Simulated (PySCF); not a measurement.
## Ne⁺: ionisation energy

Ne⁺ [He] 2s2 2p5 (2P) → Ne²⁺ [He] 2s2 2p4 (3P), as a difference of total energies. Computed with PySCF 2.14 in x2c-TZVPPall (5s3p2d1f, 31 functions), with scalar relativity by spin-free X2C-1e. Correlated levels: valence: 1s2 frozen. The calculations carry no spin-orbit coupling.

```tsv
method	ionisation energy (eV)
UHF	39.266
SCS-MP2 (valence)	40.697
CCSD (valence)	40.645
CCSDT (valence)	40.668
```

Problem. Estimate what MP2 (valence) gives.

Solution. 40.710 eV, closest to SCS-MP2 (valence) among the rows shown.

Problem. Estimate what CCSD(T) (valence) gives.

Solution. 40.668 eV, closest to CCSDT (valence) among the rows shown.

Errors of the correlated levels include the incompleteness of this basis and the frozen core.

For comparison: 40.963 eV (measured; NIST Atomic Spectra Database, ionization energies).
